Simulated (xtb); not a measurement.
C₂H₈FNSi₂, SMILES F[Si@@H]1CNC[SiH2]1. All values are semi-empirical tight-binding results from xtb (GFN2-xTB unless named), good for trends rather than for accurate numbers. The structure is a stationary point at GFN2-xTB. The structure was generated by enumeration; whether it is a known compound was not checked. The values are those of a single conformer.

Problem. Estimate the properties. (Estimate from the structure and the level; the computed values follow.)

Solution. 
The orbital gap comes out as 3.26 eV and the dipole moment comes out as 1.92 D. The zero-point energy is 61.8 kcal/mol, the G − E(el) at 298.15 K (modified RRHO) is 41.5 kcal/mol and the static polarisability (D4 model) is 87.8 bohr³. The solvation energy, GFN2-xTB/ALPB(water) comes out as -1.5 kcal/mol and the solvation energy, GFN2-xTB/ALPB(acetonitrile) comes out as -3.1 kcal/mol.
